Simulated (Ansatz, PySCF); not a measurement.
Species: BO2, charge 0, multiplicity 2. SMILES: [O][B][O]
Coordinates optimised at B3LYP-D3(BJ)/def2-TZVP (Ansatz, a quantum-chemistry and plane-wave program):
```xyz
3

B      0.0000     0.0000     0.0000
O      0.0000     0.0000    -1.2612
O      0.0000     0.0000     1.2612
```
Charge 0, spin multiplicity 2.

Wanted: atomisation energy, in kcal/mol. Set-up: dispersion terms only where a functional's name holds one; spin-orbit terms left out; open shells spin-unrestricted; non-relativistic; atomisation electronic, to ground-state atoms. Ab initio and DFT rows: single points at B3LYP-D3(BJ) geometries (Ansatz).

```tsv
species	coefficient	E at B3LYP/STO-3G (Ansatz), Eh	E at M06-2X/def2-TZVPD (PySCF), Eh
[O][B][O]	-1	-172.91110	-175.30262
B atom	+1	-24.28154	-24.64988
O atom	+2	-74.03486	-75.06660
```

 1 Eh = 627.5095 kcal/mol.

**Question.** Work the quantity out at each level.

**Answer.** 
- B3LYP/STO-3G: the sum of coefficient times E is 0.55984 Eh, or 351.30 kcal/mol. Result: 351.3 kcal/mol.
- M06-2X/def2-TZVPD: the sum of coefficient times E is 0.51954 Eh, or 326.02 kcal/mol. Result: 326.0 kcal/mol.
